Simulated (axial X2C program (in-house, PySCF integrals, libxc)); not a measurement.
Worked dissociation energy of InB: CCSD(T), without spin–orbit coupling

Calculated with an in-house all-electron X2C program for linear molecules (integrals from PySCF). Spin-free means the one-electron spin-free X2C Hamiltonian. Basis: In dyall-cv3z [11s12p9d4f1g], B dyall-v3z [7s6p2d1f] (cores contracted in-house); Gaussian nuclei, density fitting, unrestricted open shells. Masses: In 114.904 u, B 11.009 u.

Molecular state: M_S = 1, Λ = 0 (beyond evenly filled blocks: π+α, π-α).

Correlated methods: 16 electrons correlated (number of frozen shells: In 4 s, 3 p, 1 d; B 1 s), 238 virtual spin orbitals or spinors in MP2, 109 natural virtuals in coupled cluster.

* E(In) (2M_S = 1, M_L = 1): -5878.784344 hartree
* E(B) (2M_S = 1, M_L = 1): -24.606543 hartree
* E(InB) at Re: -5903.438918 hartree
* ωe: 448.6 cm⁻¹
* ωexe: 3.12 cm⁻¹

(1) Work out De and D0.

De is counted from the lowest determinant-based energies of the atoms at the same level, without counterpoise correction. Coupled cluster ran in a truncated set of natural virtual spinors; the MP2 energy of the rest was added. (T) has no such correction and the atoms are truncated less, which lowers De at CCSD(T) by a hundredth of an eV or more. The state is one determinant with fixed occupations, lowest in a PBE0 search at one distance only: followed along the bond, the spin-free determinant M_S = 1, Λ = 1 reaches 0.02 eV lower at PBE0, at Re = 2.419 Å, so the state shown is not the lowest. The determinant is spin-polarised beyond a pure state at some levels (its spin-free form has ⟨S²⟩ too high), which makes Re and μ there less reliable. The T1 diagnostic is large, a sign of multireference character. Spin-free De lacks the spin–orbit lowering of the heavy p-block atom, a tenth of an eV or more for 4p and 5p, up to an eV for 6p and one to two eV for 7p atoms, less what an open-shell molecule gains itself.

Each atomic determinant is the lowest at this level and need not be a pure term. Totals compare only within one Hamiltonian and basis.

Answers

(1) De = -5878.784344 + (-24.606543) − (-5903.438918) = 0.04803 hartree = 1.307 eV. The zero-point energy is ωe/2 − ωexe/4 = 224 cm⁻¹ = 0.028 eV, so D0 = 1.279 eV.
